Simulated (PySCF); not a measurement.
# Interval between two levels of F⁺ by level of theory

F⁺ [He] 2s2 2p4 [3P2, M_J = 2] → F⁺ [He] 2s1 2p4 3s1 [5P3, M_J = 3], as a difference of total energies. All numbers are calculated (PySCF 2.14, the two-component X2C-1e Hamiltonian, in x2c-TZVPall-2c with one added diffuse shell each of s, p, d type (6s4p3d1f, 40 functions)). Correlated levels: 1s2 frozen. "Screened" scales the spin-orbit matrix elements by Boettger's factors to mimic the two-electron term; Breit and QED terms are absent.

| method | interval between two levels (cm⁻¹) |
| --- | --- |
| GHF (spin-free) | 319590 |
| GMP2 (spin-free) | 327290 |
| GHF (screened spin-orbit) | 319570 |
| GMP2 (screened spin-orbit) | 327270 |

The labels give the starting determinants; with spin-orbit coupling the two ends relaxed to ⟨J²⟩ = 6.01, ⟨L²⟩ = 2.00, ⟨S²⟩ = 2.00 and ⟨J²⟩ = 12.01, ⟨L²⟩ = 2.00, ⟨S²⟩ = 6.00.

The promoted electron is Rydberg-like, and one or two diffuse shells describe it only roughly, which tends to raise the upper state.
